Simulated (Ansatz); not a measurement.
Species: hydrogen selenide, H$_{2}$Se, charge 0, multiplicity 1. 
Geometry from a B3LYP-D3(BJ)/def2-TZVP (Ansatz, an electronic-structure program) optimisation:
SMILES: [SeH2]
```xyz
3

Se    -0.0012     0.0571     0.0009
H     -1.0300    -0.9935    -0.0128
H      1.0722    -0.9476    -0.0191
```
Charge 0, spin multiplicity 1.

Basis-set convergence of Hartree-Fock and MP2 correlation energies (hartree) with Ansatz. Correlated levels leave the core frozen unless marked. Spin-orbit coupling is left out. The frozen core is the preceding noble-gas configuration, with the filled d and f shells of earlier blocks. Non-relativistic.

| basis | functions | E(HF) | E(corr, MP2) |
|---|---|---|---|
| aug-cc-pVDZ | 54 | -2400.97457 | -0.13641 |
| aug-cc-pVTZ | 105 | -2401.04895 | -0.17253 |
| aug-cc-pVQZ | 185 | -2401.05228 | -0.18523 |

Extrapolating the two largest sets (X = 3 and 4) as X^-3: E(corr) = (64·(-0.18523) - 27·(-0.17253))/37 = -0.1945 Eh, an estimate of the basis-set limit. The largest set recovers 95.2 % of it, the smallest 70.1 %.
